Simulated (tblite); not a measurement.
Species: C6H9FSSi.
Geometry (GFN2-xTB, Å), atoms numbered from 1 in this order:
```
atom  x, y, z in Å
C1    -2.6372    0.8876    0.2032
C2    -1.9356   -0.4121    0.6017
C3    -0.5914   -0.5137   -0.0495
C4     0.6206   -0.0192    0.4925
C5     1.7191   -0.1929   -0.2937
Si6    3.5001    0.2959    0.0375
S7     1.2886   -0.9907   -1.7783
C8    -0.3631   -1.0568   -1.2755
F9    -1.2794   -1.6182   -2.0726
H10   -2.0279    1.7479    0.4726
H11   -3.5971    0.9674    0.7081
H12   -2.8081    0.9082   -0.8708
H13   -2.5512   -1.2619    0.2995
H14   -1.8085   -0.4429    1.6854
H15    0.6723    0.4545    1.4569
H16    4.3340   -0.9071    0.0422
H17    3.5132    0.9501    1.3454
H18    3.9428    1.2103   -1.0160
```

Computed with GFN2-xTB (tblite): harmonic, unscaled wavenumbers at the GFN2-xTB geometry, gas phase. This tight-binding method is rough: wavenumbers can miss measured ones by several per cent, in bad cases by 10 to 20. Modes of hydrogen on silicon can be 10 to 20 % off. One conformer, not necessarily the lowest.

Harmonic wavenumbers (cm⁻¹): 26.6, 59.3, 98.4, 124.9, 143.7, 195.4, 245.1, 260.7, 360.1, 372.1, 386.0, 439.4, 517.1, 540.9, 560.8, 613.3, 664.0, 711.8, 759.2, 780.2, 787.5, 823.6, 826.5, 928.1, 998.5, 1044.1, 1074.1, 1082.5, 1165.3, 1178.6, 1243.8, 1315.8, 1384.4, 1410.0, 1476.2, 1482.8, 1497.8, 1502.2, 1598.5, 2261.8, 2267.3, 2275.2, 2979.3, 2986.1, 3032.3, 3035.7, 3040.0, 3125.0.

A = 1980, B = 748.2, C = 572.9 MHz; mass 160.018 u (most abundant isotopes); point group C1, symmetry number 1.

Q: Zero-point energy?

A: ½Σν̃ = 27841 cm⁻¹ = 333.05 kJ/mol.

Q: What is S at 500 K and 1 bar for an ideal gas of classical rigid rotors and harmonic oscillators?

A: Translation 182.90, rotation 133.29, vibration 233.25: S = 549.4 J/(mol K).

Q: And Cp and H(500 K) − H(0)?

A: Cp = 246.58 J/(mol K), of which vibrations give 213.32 (their classical limit is 48 R = 399.1); H(500 K) − H(0) = 74.51 kJ/mol without the zero-point energy, 57.88 from vibrations.

Q: Which modes carry the vibrational entropy at 500 K?

A: 26.6 cm⁻¹: 29.68; 59.3 cm⁻¹: 23.03; 98.4 cm⁻¹: 18.83; 124.9 cm⁻¹: 16.87; 143.7 cm⁻¹: 15.72; 195.4 cm⁻¹: 13.21 J/(mol K); the other 42 give 115.92 together.

Q: Blend soft modes into free rotors: weight 1/[1 + (100 cm⁻¹/ν̃)⁴] for the oscillator and the rest for a rotor with moment μB/(μ + B), μ = h/(8π²ν), B = 10⁻⁴⁴ kg m². What vibrational entropy results?

A: 212.97 J/(mol K) in place of 233.25, which changes −T·S at 500 K by +10.14 kJ/mol.

Q: What must be added to the electronic energy to get the Gibbs energy at 500 K and 1 bar?

A: ZPE + [H(500 K) − H(0)] − T·S = 333.05 + 74.51 − 274.72 = 132.84 kJ/mol.

Q: How do the functions run with temperature in this model?

A: 
```tsv
T (K)	S (J/(mol K))	Cp (J/(mol K))	H − H(0) (kJ/mol)	G − H(0) (kJ/mol)	ln q(vib)
50	259.2	59.3	2.25	-10.71	0.94
100	308.2	84.1	5.86	-24.96	2.43
298.15	441.1	174.3	31.57	-99.94	8.35
373.15	483.5	204.3	45.79	-134.63	10.53
750	661.2	304.1	143.92	-352.01	20.80
1000	754.1	340.5	224.81	-529.26	26.85
```

q(vib) and H(0) count from the zero-point level.

Hindered rotation and anharmonicity are outside this model. Other conformers, if any are populated, would add a mixing term that is left out. The structure is chiral; the term R ln 2 for an equal mix with its mirror image is left out.
